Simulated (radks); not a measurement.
Species: the terbium anion Tb-. Configuration: [Xe] 4f10 6s2.

Calculated with a radial shooting solver on a logarithmic mesh with Libxc functionals: scalar-relativistic Kohn-Sham, r2SCAN, spin-polarised, spherical densities, finite nucleus; open shells are filled with parallel spins first (spin-orbit coupling, left out, can overturn this in heavy ions); meta-GGA in the generalised Kohn-Sham scheme; Fermi nuclear charge, rms radius 5.06 fm; hard spherical wall at 1.5 bohr.

Energy parts (eV):
| part | energy |
|---|---|
| total | -316519.67 |
| kinetic | 349195.91 |
| electron-nucleus | -793916.92 |
| Hartree | 135501.83 |
| exchange-correlation | -7300.50 |

Orbitals (lengths in bohr, moments of r in powers of bohr; r(max) is where P^2 peaks):
[
 {"orbital": "1s up", "occ.": "1", "eigenvalue (eV)": "-51702.45", "<r>": "0.02151", "r(max)": "0.01364", "<1/r>": "73.08"},
 {"orbital": "1s down", "occ.": "1", "eigenvalue (eV)": "-51702.46", "<r>": "0.02151", "r(max)": "0.01364", "<1/r>": "73.08"},
 {"orbital": "2s up", "occ.": "1", "eigenvalue (eV)": "-8414.684", "<r>": "0.09150", "r(max)": "0.07748", "<1/r>": "16.98"},
 {"orbital": "2s down", "occ.": "1", "eigenvalue (eV)": "-8414.698", "<r>": "0.09150", "r(max)": "0.07748", "<1/r>": "16.98"},
 {"orbital": "2p up", "occ.": "3", "eigenvalue (eV)": "-7449.047", "<r>": "0.08093", "r(max)": "0.06282", "<1/r>": "15.80"},
 {"orbital": "2p down", "occ.": "3", "eigenvalue (eV)": "-7449.056", "<r>": "0.08093", "r(max)": "0.06282", "<1/r>": "15.80"},
 {"orbital": "3s up", "occ.": "1", "eigenvalue (eV)": "-1718.369", "<r>": "0.2396", "r(max)": "0.2197", "<1/r>": "6.236"},
 {"orbital": "3s down", "occ.": "1", "eigenvalue (eV)": "-1716.610", "<r>": "0.2395", "r(max)": "0.2197", "<1/r>": "6.240"},
 {"orbital": "3p up", "occ.": "3", "eigenvalue (eV)": "-1419.287", "<r>": "0.2386", "r(max)": "0.2159", "<1/r>": "5.844"},
 {"orbital": "3p down", "occ.": "3", "eigenvalue (eV)": "-1417.531", "<r>": "0.2385", "r(max)": "0.2159", "<1/r>": "5.849"},
 {"orbital": "3d up", "occ.": "5", "eigenvalue (eV)": "-1028.228", "<r>": "0.2175", "r(max)": "0.1770", "<1/r>": "5.534"},
 {"orbital": "3d down", "occ.": "5", "eigenvalue (eV)": "-1026.874", "<r>": "0.2173", "r(max)": "0.1770", "<1/r>": "5.538"},
 {"orbital": "4s up", "occ.": "1", "eigenvalue (eV)": "-210.6071", "<r>": "0.5577", "r(max)": "0.5120", "<1/r>": "2.536"},
 {"orbital": "4s down", "occ.": "1", "eigenvalue (eV)": "-206.0697", "<r>": "0.5574", "r(max)": "0.5116", "<1/r>": "2.538"},
 {"orbital": "4p up", "occ.": "3", "eigenvalue (eV)": "-115.2250", "<r>": "0.5955", "r(max)": "0.5381", "<1/r>": "2.306"},
 {"orbital": "4p down", "occ.": "3", "eigenvalue (eV)": "-110.6446", "<r>": "0.5953", "r(max)": "0.5375", "<1/r>": "2.307"},
 {"orbital": "4d up", "occ.": "5", "eigenvalue (eV)": "16.8374", "<r>": "0.6501", "r(max)": "0.5691", "<1/r>": "2.008"},
 {"orbital": "4d down", "occ.": "5", "eigenvalue (eV)": "21.3807", "<r>": "0.6506", "r(max)": "0.5684", "<1/r>": "2.007"},
 {"orbital": "4f up", "occ.": "7", "eigenvalue (eV)": "165.5064", "<r>": "0.7244", "r(max)": "0.6261", "<1/r>": "1.631"},
 {"orbital": "4f down", "occ.": "3", "eigenvalue (eV)": "169.8849", "<r>": "0.7264", "r(max)": "0.6276", "<1/r>": "1.627"},
 {"orbital": "5s up", "occ.": "1", "eigenvalue (eV)": "139.6655", "<r>": "0.9361", "r(max)": "1.039", "<1/r>": "1.499"},
 {"orbital": "5s down", "occ.": "1", "eigenvalue (eV)": "142.7887", "<r>": "0.9381", "r(max)": "1.041", "<1/r>": "1.492"},
 {"orbital": "5p up", "occ.": "3", "eigenvalue (eV)": "186.7998", "<r>": "0.9335", "r(max)": "1.071", "<1/r>": "1.523"},
 {"orbital": "5p down", "occ.": "3", "eigenvalue (eV)": "189.6896", "<r>": "0.9353", "r(max)": "1.073", "<1/r>": "1.517"},
 {"orbital": "5d up", "occ.": "0", "eigenvalue (eV)": "260.6461", "<r>": "0.9057", "r(max)": "1.106", "<1/r>": "1.588"},
 {"orbital": "5d down", "occ.": "0", "eigenvalue (eV)": "263.3816", "<r>": "0.9068", "r(max)": "1.108", "<1/r>": "1.585"},
 {"orbital": "6s up", "occ.": "1", "eigenvalue (eV)": "527.5043", "<r>": "0.8903", "r(max)": "1.247", "<1/r>": "1.817"},
 {"orbital": "6s down", "occ.": "1", "eigenvalue (eV)": "530.2996", "<r>": "0.8896", "r(max)": "1.247", "<1/r>": "1.818"},
 {"orbital": "6p up", "occ.": "0", "eigenvalue (eV)": "581.7102", "<r>": "0.8772", "r(max)": "1.255", "<1/r>": "1.827"},
 {"orbital": "6p down", "occ.": "0", "eigenvalue (eV)": "584.5316", "<r>": "0.8765", "r(max)": "1.256", "<1/r>": "1.827"},
 {"orbital": "7s up", "occ.": "0", "eigenvalue (eV)": "1086.826", "<r>": "0.8589", "r(max)": "1.322", "<1/r>": "2.033"},
 {"orbital": "7s down", "occ.": "0", "eigenvalue (eV)": "1090.261", "<r>": "0.8582", "r(max)": "1.322", "<1/r>": "2.035"}
]

The highest occupied level is 6s down at 530.30 eV. The configuration is held as typed, so some empty levels lie below it. Summed over all electrons, <r^2> = 24.68 bohr^2, which gives a Langevin (diamagnetic) susceptibility term of -19.5 x 10^-6 cm^3/mol.
